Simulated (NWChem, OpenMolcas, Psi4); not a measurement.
Exact exchange and the dipole moment of HBr (hydrogen bromide)

HBr: 2 atoms, total charge 0, spin state singlet. SMILES: `Br`. The shape is that of a PBE0-D4/def2-TZVP optimisation.

The dipole moment y, in D, basis cc-pVTZ; a is the functional's share of exact exchange. Programs: NWChem 7.3.0, OpenMolcas 26.06, Psi4 1.11.

| functional | program | a | y (D) |
| --- | --- | --- | --- |
| PBE | Psi4 | 0 | 0.91 |
| BLYP | Psi4 | 0 | 0.88 |
| TPSSh | Psi4 | 0.1 | 0.93 |
| B3LYP | NWChem | 0.2 | ? |
| PBE0 | OpenMolcas | 0.25 | 0.96 |
| BHLYP | OpenMolcas | 0.5 | 0.97 |

Fit y = c + s·a to the known rows and predict B3LYP.


1. Means of the 5 rows: a = 0.1700, y = 0.930.
2. Σ(Δa)² = 0.178, Σ(Δa·Δy) = 0.0275, so the slope is 0.0275/0.178 = 0.15449.
3. Intercept: 0.930 − (0.15449) × 0.1700 = 0.904. The largest residual of the fit is 0.024.
4. B3LYP: 0.904 + (0.15449) × 0.2 = 0.93 D.

The run gave 0.92 D, so the prediction is off by +0.01 D, within the largest residual. More exact exchange makes the molecule more polar here. The rows mix families of semi-local functionals, which the line can't see. The measured value is 0.83 D (NIST CCCBDB).
